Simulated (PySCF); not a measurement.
An unknown is described by computed data only.

Elements present: C, H, O, P and Si. Monoisotopic mass: 169.9902 u.

| Quantity | Value |
| --- | --- |
| 13C NMR | chemical shifts (computed TMS as zero) by class: 2.3 (2 C) ppm [GIAO PBE0/pcSseg-1] |
| NMR, other nuclei | isotropic shieldings of nuclei other than C and H, by class: 266 (1 O), 346 (1 Si), 352 (1 Si), 586 (2 P) ppm [GIAO PBE0/pcSseg-1] |
| Rotational structure | rotational constants A, B, C: 1.451, 0.707, 0.574 GHz [GFN2-xTB] |
| 1H NMR | chemical shifts (computed TMS as zero) by class: 6.19 (1 H), 5.29 (1 H), 1.40 (4 H), 0.22 (6 H) ppm [GIAO PBE0/pcSseg-1] |
| Dipole | 1.23 D [PBE0/pcSseg-1] |

Gas-phase values; electronic properties from PySCF, density fitting. Levels stand in brackets. Isolated species at its GFN2-xTB geometry (one conformer only). Each NMR value is the plain mean over a class of atoms that symmetry, rotation or inversion makes alike.

Problem. Which formula fits the mass and the elements?

Solution. C2H12OP2Si2 (calculated 169.9902). No other formula that holds each of these elements comes within 0.0003 u with a fitting electron parity and a possible valence count.

Problem. What is the compound? Reason from the data.

Solution. Numbering: `[CH3:1][SiH:2]([CH3:3])[O:4][SiH:5]([PH2:6])[PH2:7]`. 2 carbons fall into 1 class: Si-methyl carbon [C1/C3] (2.3 ppm, 2 C). Hydrogen classes from least to most shielded: 1 H on an oxygen-bound silicon, Si5 (6.19 ppm), 1 H on an oxygen-bound silicon, Si2 (5.29 ppm), 4 H on 2 like atoms (three-coordinate phosphorus), P6/P7 (1.40 ppm, a mean of values up to 0.7 ppm apart in this geometry), 6 H on 2 Si-methyl carbons, C1/C3 (0.22 ppm, a mean of values up to 0.7 ppm apart in this geometry). The other shieldings belong to: 266 ppm, siloxane oxygen [O4]; 346 ppm, oxygen-bound silicon [Si5]; 352 ppm, oxygen-bound silicon [Si2]; 586 ppm, three-coordinate phosphorus [P6/P7]. The optimised geometry has point group C1 and is an asymmetric top. Structure: `C[SiH](C)O[SiH](P)P`. Computed isomers that give other values at the same levels: `P[SiH2]CCO[SiH2]P` (13C chemical shifts (computed TMS as zero) by class: 63.4 (1 C), 17.2 (1 C) ppm); `CC[Si](P)(P)O[SiH3]` (13C chemical shifts (computed TMS as zero) by class: 18.6 (1 C), 10.6 (1 C) ppm); `C[SiH2]CO[SiH](P)P` (13C chemical shifts (computed TMS as zero) by class: 58.1 (1 C), -9.1 (1 C) ppm). The assignments are read from this structure; whether some other isomer fits the data as well wasn't checked.

Shape of the structure used: `[CH3:1][SiH:2]([CH3:3])[O:4][SiH:5]([PH2:6])[PH2:7]`: C1–Si2–O4–Si5 171°, Si2–O4–Si5–P6 57°, H–P6–Si5–O4 178°, H–P6–Si5–O4 85°, H–P7–Si5–O4 -21°, H–P7–Si5–O4 72°.
